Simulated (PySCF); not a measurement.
Spin–spin coupling constants

Geometry:
```tsv
atom	x (Å)	y (Å)	z (Å)
C1	-0.556	-0.795	-0.143
C2	-1.062	0.453	0.085
Se3	0.318	1.672	0.272
C4	1.426	0.186	-0.010
N5	0.803	-0.929	-0.193
H6	-1.178	-1.681	-0.286
H7	-2.110	0.742	0.155
H8	2.515	0.285	-0.013
```

Indirect spin–spin couplings were computed at B3LYP/pcJ-1 (pcSseg-1 on Se) (PySCF 2.14.0 with density-fitted response routines) on a PBE0-D3(BJ)/def2-SVP structure, for the isolated molecule, without vibrational or relativistic corrections. Couplings are averaged over pairs made equivalent by symmetry, fast rotation or ring inversion, so a value needn't be that of the named pair in this geometry, while other rotamers aren't included; one pair stands for each set, and the list holds those of at least 0.8 Hz over up to four bonds.

Isotopes: 13C, 1H, 15N.

```
  pair  bonds  J (Hz)
C1, C2      1    69.3
C1, H6      1       ?
C2, H7      1       ?
C4, N5      1    -1.8
C4, H8      1   230.8
C1, C4      2       ?
C1, H7      2     7.3
C2, C4      2     9.2
C2, N5      2     2.6
C2, H6      2    18.6
N5, H6      2   -12.1
N5, H8      2       ?
C1, H8      3    17.0
C4, H6      3    19.1
C4, H7      3       ?
N5, H7      3       ?
H6, H7      3     4.6
H7, H8      4     1.2
```

Estimate the withheld couplings, with signs.

Answers


- 1J(C1,H6) = 195.6 Hz (bond length 1.093 Å, sp2 carbon)
- 1J(C2,H7) = 201.2 Hz (bond length 1.089 Å, sp2 carbon)
- 2J(C1,C4) = -5.2 Hz (angle at N5 113°)
- 2J(N5,H8) = -11.9 Hz (angle at C4 124°)
- 3J(C4,H7) = 4.9 Hz (dihedral angle 180°)
- 3J(N5,H7) = -2.2 Hz (dihedral angle 180°)

Relativistic effects of the heavier atoms present are left out.
